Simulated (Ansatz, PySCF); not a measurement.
Gas-phase reaction in SMILES: CCOC [methoxyethane] -> [CH2]COC + H atom (the C-H bond at the site shown breaks; other sites are not compared here)
Each molecule is optimised on its own at B3LYP-D3(BJ)/def2-TZVP (Ansatz, a program for electronic structure), one conformer each, not searched for the lowest.

Wanted: bond dissociation energy (electronic energy difference), in kcal/mol. Valence correlation only, unless marked. Open shells are spin-unrestricted. Spin-orbit coupling is left out. No relativistic terms. Basis-set limits of correlation are two-point, X^-3; Hartree-Fock from the larger set. The bracket is a focal-point correction in the basis named.

```
level                                                     program  bond dissociation energy (kcal/mol)  minus last row
-------------------------------------------------  --------------  -----------------------------------  --------------
PBE-D4/def2-TZVPD                                  Ansatz + dftd4                                106.4            -5.1
PBE0/STO-3G                                                Ansatz                                137.3            25.8
PBE0-D4/def2-TZVPD                                 Ansatz + dftd4                                106.3            -5.2
BHLYP-D3(BJ)/def2-TZVPD                            Ansatz + dftd3                                106.9            -4.6
TPSSh-D3(BJ)/def2-TZVPD                             PySCF + dftd3                                108.1            -3.4
r2SCANh-D4/def2-TZVPD                              Ansatz + dftd4                                104.6            -6.9
wB97M-V/def2-TZVPD                                         Ansatz                                109.8            -1.7
RPA@PBE/cc-pVTZ                                            Ansatz                                109.0            -2.5
MP2/cc-pVDZ                                                Ansatz                                106.0            -5.5
RI-MP2/aug-cc-pVTZ                                         Ansatz                                109.4            -2.1
SCS-MP2/STO-3G                                             Ansatz                                125.5            14.0
CCSD/STO-3G                                                Ansatz                                125.8            14.3
CCSD(T)/6-31G*                                             Ansatz                                103.1            -8.4
CCSD(T)/aug-cc-pVDZ                                        Ansatz                                106.6            -4.9
RI-MP2/CBS(cc-pVTZ,cc-pVQZ)+[CCSD(T)-MP2]/cc-pVDZ          Ansatz                                111.5             0.0
```
